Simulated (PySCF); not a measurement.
C6H11P.
SMILES: `C1C=C(CP1C)C`

A PySCF run (density fitting, gas phase, GFN2-xTB geometry) gave HOMO -7.91 eV, LUMO -0.94 eV, dipole 1.09 D.

**Question.** Which of these levels was it?
A. B3LYP/def2-SVPD
B. X3LYP/def2-SVP
C. PBE0/MINI
D. HCTH407/pcSseg-1
E. PBE0/pcSseg-1

**Answer.** C. It is PBE0/MINI. All candidates on this geometry:

```
                       level and settings           kind  basis functions  SCF cycles     E (Eh)  HOMO (eV)  LUMO (eV)  dipole (D)
           HCTH407/pcSseg-1, grid level 3            GGA              181          14  -576.5983      -5.51      -0.54        1.40
                          B3LYP/def2-SVPD  global hybrid              232          14  -576.3620      -6.30       0.22        1.42
X3LYP/def2-SVP, energy threshold 1e-08 Eh  global hybrid              157           9  -576.1715      -6.23       0.63        1.31
                                PBE0/MINI  global hybrid               50          12  -572.5016      -7.91      -0.94        1.09
                            PBE0/pcSseg-1  global hybrid              181          13  -576.1430      -6.53       0.55        1.47
```

The nearest other candidate, by the summed differences of HOMO and LUMO, is B3LYP/def2-SVPD: its HOMO differs by +1.61 eV and its LUMO by +1.16 eV. Cycle counts include a coarse-grid stage where the run had one.
